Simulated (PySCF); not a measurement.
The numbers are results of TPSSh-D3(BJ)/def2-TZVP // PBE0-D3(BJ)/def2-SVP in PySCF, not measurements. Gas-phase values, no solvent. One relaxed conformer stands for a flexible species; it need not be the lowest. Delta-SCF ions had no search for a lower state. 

Reference species (SMILES): `[C](#N)[GeH2][NH2]` (neutral, multiplicity 1).

The HOMO comes out as -7.26 eV and the vertical ionisation energy (Delta-SCF) comes out as 10.16 eV. The LUMO comes out as -1.04 eV.

Changed species: `N#[C][GeH2][GeH2][GeH2][GeH2][NH2]` (n = 4; the reference has n = 1).

Q: Give the shifts of the HOMO, vertical ionisation energy (Delta-SCF) and LUMO.

A: the HOMO goes up by 0.44 eV, to -6.82 eV; the vertical ionisation energy (Delta-SCF) drops by 1.26 eV, to 8.90 eV; the LUMO falls by 0.32 eV, to -1.36 eV.
